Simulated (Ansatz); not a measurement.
`[SiH3]N([SiH3])BCl` + H₂ → `BCl` + `[SiH3]N[SiH3]`  (hydrogenolysis of a B–N bond)

Program: Ansatz. Geometries: PBE0-D4/def2-TZVP. ΔE: electronic, gas phase. CBS: MP2 limit from def2 TZ/QZ plus the TZ coupled-cluster correction, frozen cores. This one scheme is used for every species. DFT in def2-TZVPP. Each species was taken in one conformer, which may not be the lowest.

```tsv
level	ΔE (kJ/mol)
r2SCAN0-D4	108.9
PBE-QIDH	106.3
```

Problem. What does CCSD(T)/CBS give? (Best estimate.)

Solution. Computed: +108.8 kJ/mol. The listed levels differ from it by 0.1, -2.5 kJ/mol.

Problem. What do rigid-rotor, harmonic-oscillator terms from PBE0-D4/def2-TZVP frequencies (298.15 K, 1 bar) make of the CCSD(T)/CBS value? (Best estimate.)

Solution. Ansatz gave: ΔZPE = +13.4 kJ/mol, ΔH = +119.4 kJ/mol, ΔS = 69 J/(mol·K), ΔG = +98.7 kJ/mol. Modes under 50 cm⁻¹ make the entropy rough.

Largest T1 diagnostic among the species: 0.012.

Leaving LDA and LC-ωPBE aside and taking each functional with its dispersion term where it has one, the values, not all of them listed here, spread over 17.0 kJ/mol, from B2PLYP to revPBE-D4. LDA lies +20.7 kJ/mol from PBE without D4. The D4 term adds +17.3 kJ/mol with B3LYP and +9.4 kJ/mol with PBE0; it sums over pairs of atoms, weighted by their polarisabilities, and B3LYP, whose exchange is more repulsive, gets the larger term.

CCSD(T)/CBS has its own doubt, a few kJ/mol and more with outer-core shells, so smaller differences from it don't rank the levels.

B3LYP here is the variant with VWN-RPA as its local correlation; programs differ in this.
